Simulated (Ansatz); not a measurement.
Ansatz results at the PBE0-D4/def2-TZVP geometry: zero-point energy (PBE0-D4/def2-TZVP) 65.9 kJ/mol; LUMO energy (PBE0/def2-TZVPP) -1.32 eV; size of the dipole moment (PBE/def2-TZVPP) 3.28 D.

Each molecule was computed in one conformer, which needn't be the lowest.

(1) Which molecule gave them?
A. `C#[C][Zr]([Cl])([Cl])[O]C`
B. `[OH][Zr]([F])([F])[SH]`
C. `[F][Zr]([Cl])([Cl])[Br]`
D. `[NH2][Zr]([F])([Cl])[Cl]`

## Answers

(1) B. The others give `C#[C][Zr]([Cl])([Cl])[O]C`: 163.3, -2.13, 3.19; `[NH2][Zr]([F])([Cl])[Cl]`: 75.9, -1.81, 2.87; `[F][Zr]([Cl])([Cl])[Br]`: 14.3, -2.53, 0.07.
